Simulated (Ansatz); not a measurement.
Ansatz results at the PBE0-D4/def2-TZVP geometry: HOMO energy (ωB97M-V/def2-TZVPP) -10.29 eV; HOMO–LUMO gap (PBE0/def2-TZVPP) 7.34 eV; HOMO energy (B3LYP/def2-TZVPP) -7.85 eV.

Each molecule was computed in one conformer, which needn't be the lowest.

Problem. Which molecule gave them?
A. `C#CB(C#C)C#C`
B. `CBS`
C. `NBF`
D. `BCS`

Solution. B. The others give `BCS`: -9.05, 5.13, -6.56; `NBF`: -10.99, 9.50, -8.32; `C#CB(C#C)C#C`: -10.32, 5.21, -7.80.

B3LYP here is the variant with VWN-RPA as its local correlation; programs differ in this.
